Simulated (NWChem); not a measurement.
Program: NWChem. System: hydrogen (H2), charge 0, spin multiplicity 1, at a geometry optimised with PBE/def2-SVP. Level: MP2/def2-QZVP, no orbitals frozen.

Job file:

```
start mol
memory heap 200 mb stack 900 mb global 1100 mb
geometry units angstroms nocenter noautoz
  H      0.000000     0.000000     0.384168
  H      0.000000     0.000000    -0.384168
  symmetry group D2h
end
basis spherical
  * library def2-qzvp
end
scf
  rhf
  nopen 0
  maxiter 100
  thresh 1e-7
  semidirect memsize 60000000 filesize 0
end
mp2
end
task mp2 energy
```

Output (cleaned and shortened):

```
             Northwest Computational Chemistry Package (NWChem) 7.3.0
             --------------------------------------------------------

                                NWChem Input Module
                                -------------------

 Scaling coordinates for geometry "geometry" by  1.889725989
 (inverse scale =  0.529177249)

 Turning off AUTOSYM since
 SYMMETRY directive was detected!

                             Geometry "geometry" -> ""
                             -------------------------

 Output coordinates in angstroms (scale by  1.889725989 to convert to a.u.)

  No.       Tag          Charge          X              Y              Z
 ---- ---------------- ---------- -------------- -------------- --------------
    1 H                    1.0000     0.00000000     0.00000000     0.38416800
    2 H                    1.0000     0.00000000     0.00000000    -0.38416800

 Effective nuclear repulsion energy (a.u.)       0.6887315562

            Nuclear Dipole moment (a.u.)
            ----------------------------
        X                 Y               Z
 ---------------- ---------------- ----------------
     0.0000000000     0.0000000000     0.0000000000

      Symmetry information
      --------------------

 Group name             D2h
 Group number             26
 Group order               8
 No. of unique centers     1

      Symmetry unique atoms

     1


 Summary of "ao basis" -> "" (spherical)
 ------------------------------------------------------------------------------
       Tag                 Description            Shells   Functions and Types
 ---------------- ------------------------------  ------  ---------------------
 *                         def2-qzvp                  on all atoms

 Summary of "ao basis" -> "ao basis" (spherical)
 ------------------------------------------------------------------------------
       Tag                 Description            Shells   Functions and Types
 ---------------- ------------------------------  ------  ---------------------
 H                         def2-qzvp                10       30   4s3p2d1f

                                 NWChem SCF Module
                                 -----------------

  ao basis        = "ao basis"
  functions       =    60
  atoms           =     2
  closed shells   =     1
  open shells     =     0
  charge          =   0.00
  wavefunction    = RHF
  use symmetry    = T
  symmetry adapt  = T

 Summary of "ao basis" -> "ao basis" (spherical)
 ------------------------------------------------------------------------------
       Tag                 Description            Shells   Functions and Types
 ---------------- ------------------------------  ------  ---------------------
 H                         def2-qzvp                10       30   4s3p2d1f

      Symmetry analysis of basis
      --------------------------

        ag         13
        au          3
        b1g         3
        b1u        13
        b2g         7
        b2u         7
        b3g         7
        b3u         7

 Forming initial guess at       0.0s

      Superposition of Atomic Density Guess
      -------------------------------------

 Sum of atomic energies:          -0.99996579

      Non-variational initial energy
      ------------------------------

 Total energy =      -0.849113
 1-e energy   =      -2.192327
 2-e energy   =       0.654483
 HOMO         =      -0.572318
 LUMO         =       0.097889

      Symmetry analysis of molecular orbitals - initial
      -------------------------------------------------

 !! scf_movecs_sym_adapt:   40 vectors were symmetry contaminated

  Symmetry fudging

 !! scf_movecs_sym_adapt:   34 vectors were symmetry contaminated

  Numbering of irreducible representations:

     1 ag          2 au          3 b1g         4 b1u         5 b2g
     6 b2u         7 b3g         8 b3u

  Orbital symmetries:

     1 ag          2 b1u         3 ag          4 b1u         5 b3u
     6 b2u         7 ag          8 b3g         9 b2g        10 b1u
    11 ag

 Starting SCF solution at       0.1s

 ----------------------------------------------
         Quadratically convergent ROHF

 Convergence threshold     :          1.000E-07
 Maximum no. of iterations :          100
 Final Fock-matrix accuracy:          1.000E-09
 ----------------------------------------------

              iter       energy          gnorm     gmax       time
             ----- ------------------- --------- --------- --------
                 1       -1.1315029963  9.93D-02  6.36D-02      0.2
                 2       -1.1327775932  9.65D-03  6.10D-03      0.2
                 3       -1.1327879380  3.18D-05  1.84D-05      0.2
                 4       -1.1327879381  8.53D-09  5.14D-09      0.2

       Final RHF  results
       ------------------

         Total SCF energy =     -1.132787938068
      One-electron energy =     -2.470442376408
      Two-electron energy =      0.648922882095
 Nuclear repulsion energy =      0.688731556246

        Time for solution =      0.1s

       Symmetry analysis of molecular orbitals - final
       -----------------------------------------------

  Numbering of irreducible representations:

     1 ag          2 au          3 b1g         4 b1u         5 b2g
     6 b2u         7 b3g         8 b3u

  Orbital symmetries:

     1 ag          2 b1u         3 ag          4 b1u         5 b3u
     6 b2u         7 ag          8 b2g         9 b3g        10 b1u
    11 ag

             Final eigenvalues
             -----------------

              1
    1   -0.5863
    2    0.1295
    3    0.1922
    4    0.4361
    5    0.5078
    6    0.5078
    7    0.7963
    8    0.8141
    9    0.8141
   10    1.0195
   11    1.0542

                       ROHF Final Molecular Orbital Analysis
                       -------------------------------------

 Vector    1  Occ=2.000000D+00  E=-5.862983D-01  Symmetry=ag
              MO Center=  2.1D-32,  2.0D-32, -1.6D-17, r^2= 7.4D-01
   Bfn.  Coefficient  Atom+Function         Bfn.  Coefficient  Atom+Function
  ----- ------------  ---------------      ----- ------------  ---------------
     3      0.237184  1 H  s                 33      0.237184  2 H  s
     2      0.196746  1 H  s                 32      0.196746  2 H  s

 Vector    2  Occ=0.000000D+00  E= 1.294704D-01  Symmetry=b1u
              MO Center= -1.6D-33,  3.3D-35, -6.6D-16, r^2= 4.9D+00
   Bfn.  Coefficient  Atom+Function         Bfn.  Coefficient  Atom+Function
  ----- ------------  ---------------      ----- ------------  ---------------
     4      3.000217  1 H  s                 34     -3.000217  2 H  s
     3     -1.728481  1 H  s                 33      1.728481  2 H  s
    13      0.563752  1 H  pz                43      0.563752  2 H  pz
     2     -0.230533  1 H  s                 32      0.230533  2 H  s
    10      0.163860  1 H  pz                40      0.163860  2 H  pz

 Vector    3  Occ=0.000000D+00  E= 1.921988D-01  Symmetry=ag
              MO Center= -1.2D-17, -6.2D-18, -1.1D-15, r^2= 4.9D+00
   Bfn.  Coefficient  Atom+Function         Bfn.  Coefficient  Atom+Function
  ----- ------------  ---------------      ----- ------------  ---------------
     4     -1.024956  1 H  s                 34     -1.024956  2 H  s
     3      0.971989  1 H  s                 33      0.971989  2 H  s
     2     -0.198888  1 H  s                 32     -0.198888  2 H  s

 Vector    4  Occ=0.000000D+00  E= 4.361249D-01  Symmetry=b1u
              MO Center=  8.6D-32,  6.7D-32,  3.8D-15, r^2= 3.6D+00
   Bfn.  Coefficient  Atom+Function         Bfn.  Coefficient  Atom+Function
  ----- ------------  ---------------      ----- ------------  ---------------
     3      6.391171  1 H  s                 33     -6.391171  2 H  s
     4     -3.406169  1 H  s                 34      3.406169  2 H  s
    13     -1.662340  1 H  pz                43     -1.662340  2 H  pz
     2      1.000134  1 H  s                 32     -1.000134  2 H  s
    10     -0.451594  1 H  pz                40     -0.451594  2 H  pz

 center of mass
 --------------
 x =   0.00000000 y =   0.00000000 z =   0.00000000

 moments of inertia (a.u.)
 ------------------
           1.062319534846           0.000000000000           0.000000000000
           0.000000000000           1.062319534846           0.000000000000
           0.000000000000           0.000000000000           0.000000000000

  Mulliken analysis of the total density
  --------------------------------------

    Atom       Charge   Shell Charges
 -----------   ------   -------------------------------------------------------
    1 H    1     1.00   0.11  0.33  0.43  0.11  0.00  0.01  0.01  0.00  0.00 -0.00
    2 H    1     1.00   0.11  0.33  0.43  0.11  0.00  0.01  0.01  0.00  0.00 -0.00

       Multipole analysis of the density wrt the origin
       ------------------------------------------------

     L   x y z        total         open         nuclear
     -   - - -        -----         ----         -------
     0   0 0 0     -0.000000      0.000000      2.000000

     1   1 0 0     -0.000000      0.000000      0.000000
     1   0 1 0     -0.000000      0.000000      0.000000
     1   0 0 1      0.000000      0.000000      0.000000

     2   2 0 0     -1.584770      0.000000      0.000000
     2   1 1 0      0.000000      0.000000      0.000000
     2   1 0 1     -0.000000      0.000000      0.000000
     2   0 2 0     -1.584770      0.000000      0.000000
     2   0 1 1      0.000000      0.000000      0.000000
     2   0 0 2     -1.069875      0.000000      1.054071

                   NWChem MP2 Semi-direct Energy/Gradient Module
                   ---------------------------------------------

  Basis functions       =     60
  Molecular orbitals    =     60
  Frozen core           =      0
  Frozen virtuals       =      0
  Active alpha occupied =      1
  Active beta occupied  =      1
  Active alpha virtual  =     59
  Active beta virtual   =     59
  Use MO symmetry       = T
  Use skeleton AO sym   = T

  AO/Fock/Back tols     =   1.0D-09  1.0D-09  1.0D-09

 GA uses MA = F    GA memory limited = T

 Available:
  local mem=  1.26D+08
 global mem=  1.44D+08
 local disk=  0.00D+00
  mp2_memr nvloc                    59
  nvloc new                    59
   1 passes of   1:        4194304                      10292                    373327.
   1 passes of   1: M    126154640           G      144172000           F     121960336.

 Semi-direct pass number   1 of   1  for RHF alpha+beta  at        0.3s
  vrange nnbf                  1830
  mp2_eaftype                    10  avail_ma_in_mb                  1099
 EAF : mp2_eaftype filesize          10     186663.
  mp2_eaf for mointskh                     10
Node 0 wrote      0.9 Mb in      0.0 s     Agg I/O rate:  1408.3 Mb/s
 Done moints_semi at        0.5s
  mp2_eaftype                    10  avail_ma_in_mb                  1089
 EAF : mp2_eaftype filesize          10     186663.
  mp2_eaf for kh                    10
 Done maket at        0.6s
 Done multipass loop at        0.6s

          -------------------------------------------
          SCF energy                  -1.132787938068
          Correlation energy          -0.033185614676
          Singlet pairs               -0.033185614676
          Triplet pairs                0.000000000000
          Total MP2 energy            -1.165973552744
          -------------------------------------------

          ---------------------------------------------------
                    Spin Component Scaled (SCS) MP2
          Same spin pairs                      0.000000000000
          Same spin scaling factor             0.333333333333
          Opposite spin pairs                 -0.033185614676
          Opposite spin scaling fact.          1.200000000000
          SCS-MP2 correlation energy          -0.039822737612
          Total SCS-MP2 energy                -1.172610675679
          ---------------------------------------------------

 -----------------------
 Performance information
 -----------------------

 Timer overhead =  1.36D-07 seconds/call

               Nr. of calls         CPU time (s)                 Wall time (s)                GFlops
             ---------------    -------------------     ------------------------------   -------------------
Name         Min   Avg   Max    Min     Avg     Max     Min     Avg     Max   Mx/calls   Min     Max     Sum
mp2: moin     1     1     1   0.25    0.25    0.25     0.25    0.25    0.25    0.25      0.0     0.0     0.0
mp2: make     1     1     1   2.73E-3 2.73E-3 2.73E-3  2.73E-3 2.73E-3 2.73E-3 2.73E-3   0.0     0.0     0.0
mp2: tota     1     1     1   0.31    0.31    0.31     0.31    0.31    0.31    0.31      0.0     0.0     0.0

 The average no. of pstat calls per process was 3.00D+00
 with a timing overhead of 4.09D-07s

 Task  times  cpu:        0.5s     wall:        0.5s

 Total times  cpu:        0.6s     wall:        0.6s
```
